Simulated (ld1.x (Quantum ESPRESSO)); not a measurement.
## Sr: one change to a TM potential, before and after

ld1.x (Quantum ESPRESSO) 7.5 input, shortened:

```
&input
   title='Sr', zed=38., rel=1, dft='PBE', iswitch=3,
   config='[Kr] 4d0 5s2 5p0'
 /
 &inputp
   pseudotype=2, tm=.true., lloc=0,
   nlcc=.false.
 /
3
4P  2  1   6.00   0.00  2.20  2.20  0.0
4D  3  2   0.00   0.00  3.00  3.00  0.0
5S  1  0   2.00   0.00  3.65  3.65  0.0
 &test
   configts(1)='4p6 4d0 5s2 5p0'
 /
```

Change: wave 5s (bound): rc 3.65 bohr becomes 5s (bound): rc 5.30 bohr.

Cutoffs: the cutoffs (Ry, on a coarse ladder) from which the occupation-weighted sum of valence levels, in a spherical-Bessel basis at the reference potential, stays within 10 and 1 mRy of its value at 400 Ry; they do not see the model core or the augmentation charge, which bear on the density cutoff. Errors are all-electron minus pseudo energies relative to the spin-unpolarised reference configuration.

Task: What does the change do?

Result: The potential gets neither clearly harder nor softer (15 Ry and 30 Ry → 15 Ry and 30 Ry); of the 7 tests that both files solve, the error grows in 4 and shrinks in 2 by more than 15 % and 0.3 meV (median size 36.4 → 109.7 meV); neither file shows a bound ghost.

```csv
quantity,base,changed
"cutoff, loose",15 Ry,15 Ry
"cutoff, tight",30 Ry,30 Ry
bound ghosts,none,none
"error for 4p6 4d0 5s1 5p0, meV [ΔE 5.89 eV]",+5.6,+2.1
"error for 4p6 4d0 5s0 5p0, meV [ΔE 16.89 eV]",+36,-110
"error for 4p6 4d0 5s1.5 5p0, meV [ΔE 2.34 eV]",+1.0,+1.7
"error for 4p6 4d0 5s0 5p1, meV [ΔE 8.82 eV]",-545,-700
"error for 4p6 4d0 5s1 5p1, meV [ΔE 2.30 eV]",-314,-333
"error for 4p6 4d1 5s0 5p0, meV [ΔE 7.65 eV]",-31,-7.4
"error for 4p6 4d0 5s0 5p2, meV [ΔE 4.71 eV]",-726,-851
```
